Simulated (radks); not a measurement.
The nuclear charge of the platinum ion Pt+ is varied continuously with 77 electrons held in [Xe] 4f14 5d9. All-electron calculation, scalar-relativistic Kohn-Sham, PBEsol, spin-polarised, spherical densities, finite nucleus; open shells are filled with parallel spins first (spin-orbit coupling, left out, can overturn this in heavy ions); Fermi nuclear charge, rms radius 5.427 fm. Program: a radial shooting solver on a logarithmic mesh with Libxc functionals. By the Hellmann-Feynman theorem dE/dZ = E(electron-nucleus)/Z, the electronic potential at the nucleus (averaged over a nucleus of fixed radius). The scalar-relativistic energy here is not variational (the density holds large components alone), so the two differ by a part that grows with Z.

| Z | E (hartree) | E(electron-nucleus)/Z (hartree) | HOMO | e(HOMO) (eV) | <r> HOMO (bohr) |
|---|---|---|---|---|---|
| 77.5 | -18110.1330 | -580.177 | 5d | -8.456 | 1.750 |
| 78 | -18404.2001 | -585.990 | 5d | -14.018 | 1.649 |
| 78.5 | -18701.2396 | -591.814 | 5d | -20.232 | 1.567 |
| 79 | -19001.2590 | -597.653 | 5d | -27.024 | 1.498 |

The central difference of E at Z = 78 is -591.107 hartree, to compare with the third column; the second derivative is -11.9 hartree.
